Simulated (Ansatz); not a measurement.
`CS[CH2][GeH3]` + `BS` → `B[S][GeH3]` + `CSC` at 400 K and 1 bar (ligand exchange at a Ge–C bond).

Program: Ansatz. Geometries: PBE0-D4/def2-TZVP. ΔE: electronic, gas phase. CCSD(T)/CBS adds triple-zeta CCSD(T) − MP2 to the extrapolated MP2 energy (def2 sets, frozen cores). This one scheme is used for every species. For Ge outer-core shells are correlated without core-valence functions, which leaves a few kJ/mol of doubt a bond. Scalar relativity is left out up to krypton. Each species was taken in one conformer, which may not be the lowest.

| species | CCSD(T)/CBS energy (Eh) | H − E (kJ/mol) | S (J/(mol·K)) |
| --- | --- | --- | --- |
| `CS[CH2][GeH3]` | -2554.79452 | 268.4 | 392.5 |
| `BS` | -424.38198 | 95.9 | 260.4 |
| `B[S][GeH3]` | -2501.70931 | 148.3 | 352.5 |
| `CSC` | -477.48821 | 222.1 | 306.3 |

H − E and S are ideal-gas, rigid-rotor, harmonic terms from PBE0-D4/def2-TZVP, for one conformer and one mirror image of each species. 1 Eh = 2625.50 kJ/mol, R = 8.31446 J/(mol·K).

Question: By hand: ΔE, ΔH, ΔS and ΔG.

Answer: ΔE = (-2501.70931) + (-477.48821) − (-2554.79452) − (-424.38198) = -0.02102 Eh = -55.2 kJ/mol. Δ(H − E) = 148.3 + 222.1 − 268.4 − 95.9 = 6.1, so ΔH = -49.1 kJ/mol. ΔS = 352.5 + 306.3 − 392.5 − 260.4 = 5.9 J/(mol·K). ΔG = -49.1 − 400 × (5.9)/1000 = -51.5 kJ/mol.

Question: By hand: the equilibrium constant, and the temperature at which ΔG would vanish if ΔH and ΔS stayed fixed.

Answer: log₁₀ K = −ΔG/(RT ln 10) = 6.7. ΔH and −TΔS have one sign here, so there is no such temperature. One of them is within its doubt of zero, so this could turn.

The number of gas molecules stays the same, so ΔS is small and ΔH decides. A doubt of 5 kJ/mol in ΔE shifts log₁₀ K by 0.7 here. Other conformers and mirror images would add mixing entropy, several J/(mol·K) or more a flexible species. Modes under 60 cm⁻¹, often nearly free rotors, make the harmonic entropy too high. These are equilibria of isolated gas molecules and say nothing of rates. Largest T1 diagnostic: 0.015 (customary marks: 0.02 for closed shells, 0.045 for open ones).
